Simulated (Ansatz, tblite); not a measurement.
Dissociation curve of In2(mu-Cl)2(Me)4, C₄H₁₂Cl₂In₂, singlet. The In1–C17 bond (In1 also carries C, Cl, Cl; C17 carries H, H, H) is stretched with both fragments frozen at the PBE0/def2-SVP, def2 effective core potentials past Kr optimised geometry.

Computed with: UKS-B3LYP = Ansatz (a first-principles code) with unrestricted B3LYP/def2-SVP, def2 effective core potentials past Kr; UKS-PBE = Ansatz with unrestricted PBE/def2-SVP, def2 effective core potentials past Kr; GFN2-xTB, 300 K electronic temperature (tblite); RKS-PBE0 = restricted PBE0/def2-SVP, def2 effective core potentials past Kr (Ansatz).

Energies are in kJ/mol, each relative to the lowest point of its own curve near equilibrium.

```
R / Å  UKS-B3LYP  UKS-PBE    GFN2-xTB    RKS-PBE0
-----  ---------  -------  ----------  ----------
1.76       177.2    171.5       237.2       166.5
1.88        72.1     69.4        96.4        65.0
2.02        14.9     14.1        24.3        11.7
2.08         4.5      4.2  (withheld)         2.9
2.14         0.0      0.0         2.7         0.0
2.23         1.8      1.9         0.0         4.1
2.30         8.3      8.4         3.1        12.3
2.44        30.1     29.6        18.0        37.4
2.58        58.7     57.2        39.9        69.1
2.81       110.6    106.8        82.6       125.6
3.11       176.0    168.5  (withheld)       196.4
3.52       239.4    237.2  (withheld)  (withheld)
3.99       268.6    276.9       253.4       345.9
4.46       279.5    291.7       284.4  (withheld)
5.27       284.9    299.3       307.3  (withheld)
6.22       286.2    301.1       312.9       467.9
```

Q: Fill in the missing entries.

A: 
- 2.08, GFN2-xTB: 10.3
- 3.11, GFN2-xTB: 138.4
- 3.52, GFN2-xTB: 202.3
- 3.52, RKS-PBE0: 277.3
- 4.46, RKS-PBE0: 393.7
- 5.27, RKS-PBE0: 442.1

The unrestricted determinant behind UKS-B3LYP, UKS-PBE is spin-contaminated at 3.52 to 6.22 Å (<S²> up to 1.0, against 0.00 for a pure singlet). The restricted form behind RKS-PBE0 keeps the bonding electrons paired and can't separate into open-shell fragments.
